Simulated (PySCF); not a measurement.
CF, charge +1, multiplicity 1.

```xyz
2

C      0.0000     0.0000    -0.6918
F      0.0000     0.0000     0.4612
```
Charge +1, spin multiplicity 1.

Geometry optimised at PBE0-D3(BJ)/def2-TZVPD.

All values below come from PBE/pcSseg-2 (PySCF). Non-relativistic, no solvent.

Problem. Give the absolute GIAO shielding of each atom: isotropic value and principal components (ppm). (An estimate is asked for; the answer gives what the named calculation found.)

Solution. 
```tsv
atom	σ(iso)	σ11	σ22	σ33	span
C1	-48.7	-205.1	-205.1	264.3	469.4
F2	-100.5	-390.7	-390.7	479.8	870.6
```
